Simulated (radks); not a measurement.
Species: W. Configuration: [Xe] 4f13 5d4 6s2 6p1 (not the ground configuration). Calculated with a radial shooting solver on a logarithmic mesh with Libxc functionals: Dirac Kohn-Sham, BLYP, spin-unpolarised, spherical densities, finite nucleus; open shells fill j = l - 1/2 first; Fermi nuclear charge, rms radius 5.3658 fm.

Unscreened Slater integrals over Kohn-Sham orbitals (cm^-1). Large and small components are both included. Empty in this configuration: 5d5/2.

integral,value
"F0(6p1/2,6p1/2)",49523
"F0(6p1/2,6s1/2)",56081
"G1(6p1/2,6s1/2)",34498
"F0(6p1/2,5d3/2)",61996
"G1(6p1/2,5d3/2)",11679
"F0(6p1/2,4f7/2)",66603
"G4(6p1/2,4f7/2)",1235.9
"F0(6p1/2,5d5/2)",61678
"G3(6p1/2,5d5/2)",9268.4
"F0(6s1/2,6s1/2)",66627
"F0(6s1/2,5d3/2)",78553
"G2(6s1/2,5d3/2)",20260
"F0(6s1/2,4f7/2)",87950
"G3(6s1/2,4f7/2)",2459.9
"F0(6s1/2,5d5/2)",77898
"G2(6s1/2,5d5/2)",21666
"F0(5d3/2,5d3/2)",110480
"F2(5d3/2,5d3/2)",56245
"F0(5d3/2,4f7/2)",144610
"F2(5d3/2,4f7/2)",33256
"G3(5d3/2,4f7/2)",10937
"G5(5d3/2,4f7/2)",8552.0
"F0(5d3/2,5d5/2)",108420
"F2(5d3/2,5d5/2)",55067
"G2(5d3/2,5d5/2)",55010
"G4(5d3/2,5d5/2)",35968
"F0(4f7/2,4f7/2)",339840
"F2(4f7/2,4f7/2)",165310
"F4(4f7/2,4f7/2)",104500
"F6(4f7/2,4f7/2)",75414
"F0(4f7/2,5d5/2)",140010
"F2(4f7/2,5d5/2)",31055
"F4(4f7/2,5d5/2)",14357
"G1(4f7/2,5d5/2)",11212
"G3(4f7/2,5d5/2)",9960.8
"G5(4f7/2,5d5/2)",7811.8
"F0(5d5/2,5d5/2)",106470
"F2(5d5/2,5d5/2)",54037
"F4(5d5/2,5d5/2)",35295
